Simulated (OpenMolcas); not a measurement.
# 3d⁴ along the 22-electron sequence

| Property | Result |
| --- | --- |
| Program | OpenMolcas |
| Method | MS-RASPT2, IPEA 0.25 Eh, imaginary shift 0.1 Eh |
| Basis | ANO-R2 |
| Scalar Hamiltonian | X2C, finite nucleus |
| Spin-orbit coupling | RASSI with atomic mean-field integrals over the reference wave functions, term energies averaged over their components |

Active space for each ion: 10 electrons in 8 orbitals (RAS1 3p, at most 2 holes; RAS2 3d); closed shells correlated by CASPT2: 3s.

Computed levels in cm-1 above ⁵D₀:

| Level | Mn3+ | Fe4+ | Ni6+ | Cu7+ |
| --- | --- | --- | --- | --- |
| ⁵D₁ | 104 | 151 | 290 | 387 |
| ⁵D₂ | 308 | 442 | 838 | 1111 |
| ⁵D₃ | 601 | 858 | 1604 | 2110 |
| ⁵D₄ | 975 | 1382 | 2550 | 3320 |
| ³P₀(1) | 21270 | 24610 | 31250 | 34080 |
| ³H₄ | 21760 | 25310 | 32550 | 35860 |
| ³P₁(1) | 21890 | 25520 | 32970 | 36360 |
| ³H₅ | 21980 | 25640 | 33210 | 36770 |
| ³H₆ | 22230 | 26000 | 33890 | 37670 |
| weight of ⁵D in the lowest level (%) | 100 | 100 | 99 | 99 |

Measured, with the error of the calculation in %. Measured levels: Mn3+ from Corliss and Sugar, J. Phys. Chem. Ref. Data 6, 1253 (1977); Fe4+ from Corliss and Sugar, J. Phys. Chem. Ref. Data 11, 135 (1982); Ni6+ from Corliss and Sugar, J. Phys. Chem. Ref. Data 10, 197 (1981).

```
 Level          Mn3+          Fe4+          Ni6+
   ⁵D₁   99.0 (+5.5)    142 (+6.0)    279 (+3.8)
   ⁵D₂    287 (+7.3)    417 (+5.8)    804 (+4.3)
   ⁵D₃    552 (+8.9)    803 (+6.8)   1520 (+5.6)
   ⁵D₄   886 (+10.1)   1283 (+7.7)   2392 (+6.6)
³P₀(1)  20654 (+3.0)  24055 (+2.3)  30077 (+3.9)
   ³H₄  21281 (+2.3)  24932 (+1.5)  31672 (+2.8)
³P₁(1)  21279 (+2.9)  24973 (+2.2)  31836 (+3.6)
   ³H₅  21475 (+2.4)  25226 (+1.6)  32286 (+2.8)
   ³H₆  21679 (+2.5)  25528 (+1.8)  32877 (+3.1)
```

The fine-structure level ⁵D₄ changes by a factor of 3.41 from Mn3+ to Cu7+. Its fourth root runs 5.59, 6.10, 7.11, 7.59, with steps per unit of Z of 0.51, 0.50, 0.48; equal steps would mean a (Z - σ)^4 law with constant σ.

³P₀(1) changes by a factor of 1.6 over the same range, with steps per unit of Z of +3340, +3320, +2830 cm-1.

Term energies are means over components that CASPT2 splits; among the terms shown or strongly mixed into the levels shown the widest spread is 570 cm-1 (3d⁴ ³H, Fe4+). Active for correlation alone: 3p; no level in the range computed is led by a configuration that opens it, so any true level of that kind is missing. The CASPT2 spread within a term exceeds the gap to the next term for 3d⁴ ³H and 3d⁴ ³P(1), so the order of their levels is uncertain (holds for Mn3+; Fe4+). Computed and measured levels are paired by configuration, term and J; levels that our copy of the source lacks, or whose pairing is in doubt (as where it misses far off the trend of its configuration), stay unpaired and out of the deviations. Levels of configurations outside the active space are missing.

A number in round brackets counts repeated terms of one configuration in the order of the reference energies.
